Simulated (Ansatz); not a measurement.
Reactions of `[SiH3]C1CCC1`.

Calculated with Ansatz (gas phase, PBE0-D4/def2-TZVP geometries, no zero-point term in ΔE). CBS: MP2 limit from def2 TZ/QZ plus the TZ coupled-cluster correction, frozen cores. This one scheme is used for every species, atoms too. Double bonds are as drawn, so ΔE can hold a change between cis and trans. DFT in def2-TZVPP. No spin–orbit coupling; open shells (•) take unrestricted orbitals. Spin–orbit coupling would lower the free atoms: a little for C, Si. For Ge, Se outer-core shells are correlated without core-valence functions, so the limit isn't a true one: a few kJ/mol of doubt a bond, and 10 to 20 or more in all where bonds break to atoms. Scalar relativity is left out up to krypton. Each species was taken in one conformer, which may not be the lowest.

```tsv
reaction	CCSD/CBS(def2) (kcal/mol)	HF/CBS(def2) (kcal/mol)	ωB97X-V (kcal/mol)	CCSD(T)/CBS(def2) (kcal/mol)
`[SiH3]C1CCC1` + `OC(O)=[Se]` → `OC(=[Se])O[SiH3]` + `C1CCC1`	-22.3	-25.0	-21.0	-21.9
`[SiH3]C1CCC1` + `C[CH2][GeH2][CH3]` → `C[CH2][GeH2][SiH3]` + `CC1CCC1`	-0.2	-0.1	-0.5	-0.1
`[SiH3]C1CCC1` → 4 C• + 10 H• + Si•	1342.1	1029.5	1363.8	1357.7
`[SiH3]C1CCC1` + `C[O][GeH]([OH])[OH]` → `[OH][GeH]([OH])[O][SiH3]` + `CC1CCC1`	-41.8	-44.7	-39.7	-41.2
`[SiH3]C1CCC1` → `C=CCC[SiH3]`	-4.6	-8.5	-1.5	-4.7
`[SiH3]C1CCC1` → `C[SiH2]C1CC1`	-10.4	-11.4	-10.3	-10.2
`[SiH3]C1CCC1` + `C=C(F)NC` → `C=C([SiH3])NC` + `FC1CCC1`	-0.4	0.1	0.3	-0.6
`[SiH3]C1CCC1` → `[CH]1CCC1`• + `[SiH3]`•	86.7	60.4	88.4	89.2
`[SiH3]C1CCC1` → `C[SiH]1CCC1`	-21.2	-19.0	-20.4	-21.3
`[SiH3]C1CCC1` + `F/C=C\CF` → `F/C=C(\[SiH3])CF` + `C1CCC1`	-2.0	-2.6	-2.4	-2.0
```

Largest T1 diagnostic: 0.016, for `OC(=[Se])O[SiH3]`.
